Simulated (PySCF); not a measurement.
PbCl3, SMILES [Cl][Pb-]([Cl])[Cl], charge -1.

Geometry: B3LYP-D3(BJ)/def2-SVPD. The isomer is the one that the SMILES or the coordinates give; other isomers of the formula were not compared. The def2 effective core potentials stand for the cores of Pb; spin–orbit coupling is left out.

Method: PySCF with B3LYP-D3(BJ)/def2-SVPD.

Frequencies are harmonic and unscaled.

Modes within 1.5 cm⁻¹ of each other (mostly degenerate sets) share a row, with their intensities summed.

Computed harmonic wavenumbers and intensities:
```json
[
 {"mode": "1–2", "ν (cm⁻¹)": "72", "IR (km/mol)": "2.6", "Raman (Å⁴/amu)": "8.1", "depolarisation": "0.75", "moving atoms (share of kinetic energy)": "Cl 93 %"},
 {"mode": "3", "ν (cm⁻¹)": "78", "IR (km/mol)": "6.6", "Raman (Å⁴/amu)": "3.6", "depolarisation": "0.58", "moving atoms (share of kinetic energy)": "Cl 78 %, Pb 22 %"},
 {"mode": "4–5", "ν (cm⁻¹)": "232", "IR (km/mol)": "199.3", "Raman (Å⁴/amu)": "10.1", "depolarisation": "0.75", "moving atoms (share of kinetic energy)": "Cl 82 %, Pb 18 %"},
 {"mode": "6", "ν (cm⁻¹)": "257", "IR (km/mol)": "28.8", "Raman (Å⁴/amu)": "19.0", "depolarisation": "0.02", "moving atoms (share of kinetic energy)": "Cl 88 %, Pb 12 %"}
]
```
